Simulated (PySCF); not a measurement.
A side-by-side comparison of computed properties.

First species: 4,4-dimethyl-1-hexene, C8H16.
InChI=1S/C8H16/c1-5-7-8(3,4)6-2/h5H,1,6-7H2,2-4H3

Second species: C7H11PS.
Z-matrix (Å and degrees, GFN2-xTB geometry), rows numbered from 1:
```
C 
C   1  1.4905
C   2  1.3531  1  126.59
P   3  1.7663  2  118.42  1   180.00
C   4  1.7110  3   93.43  2     0.01
C   5  1.4986  4  124.27  3  -180.00
C   6  1.5299  5  110.69  4   118.42
C   6  1.5299  5  110.67  4  -118.30
S   5  1.7307  4  117.11  3     0.01
H   1  1.0897  2  110.52  3  -120.52
H   1  1.0897  2  110.49  3   120.22
H   1  1.0870  2  110.20  3    -0.14
H   3  1.0792  2  121.12  1     0.03
H   6  1.0969  5  107.04  4     0.07
H   7  1.0885  6  110.21  5    64.22
H   7  1.0875  6  110.32  5  -175.75
H   7  1.0883  6  110.34  5   -55.67
H   8  1.0874  6  110.32  5   175.70
H   8  1.0885  6  110.19  5   -64.26
H   8  1.0883  6  110.35  5    55.62
```

Levels: PBE0/pcSseg-1 for dipole moment, HOMO energy, LUMO energy and HOMO–LUMO gap; GFN2-xTB for rotational constant A and rotational constant C. Geometries: GFN2-xTB. All species are isolated and taken at one optimised geometry, non-relativistic unless stated; the electronic structure was computed with PySCF and density fitting.

Dipoles, sizes and rotational constants follow the conformer. The torsions of the flexible species, by atom-mapped SMILES:
- `[CH2:1]=[CH:2][CH2:3][C:4]([CH3:5])([CH3:6])[CH2:7][CH3:8]`: C1–C2–C3–C4 115°, C2–C3–C4–C5 -62°, C3–C4–C7–C8 57°
- `[CH3:1][c:2]1[cH:3][p:4][c:5]([CH:6]([CH3:7])[CH3:8])[s:9]1`: P4–C5–C6–C7 118°

Values for the first species:

```
Dipole moment         : 0.36 D
HOMO energy           : -7.34 eV
LUMO energy           : 0.46 eV
HOMO–LUMO gap         : 7.80 eV
Rotational constant A : 2.586 GHz
Rotational constant C : 1.195 GHz
```

(1) Estimate the same properties for the second species, and the change in each.

## Answers

(1) 
| property | first | second | second less first |
| --- | --- | --- | --- |
| dipole moment | 0.36 D | 1.47 D | +1.11 D |
| HOMO energy | -7.34 eV | -6.44 eV | +0.90 eV |
| LUMO energy | 0.46 eV | -1.11 eV | -1.57 eV |
| HOMO–LUMO gap | 7.80 eV | 5.33 eV | -2.47 eV |
| rotational constant A | 2.586 GHz | 2.004 GHz | -0.582 GHz |
| rotational constant C | 1.195 GHz | 0.707 GHz | -0.488 GHz |

On the first: The dipole equals about 1.2 × 10⁻³⁰ C·m (1 D = 3.33564 × 10⁻³⁰ C·m).

On the second: In atomic units the dipole is 0.58 e·bohr (1 au = 2.5417 D).
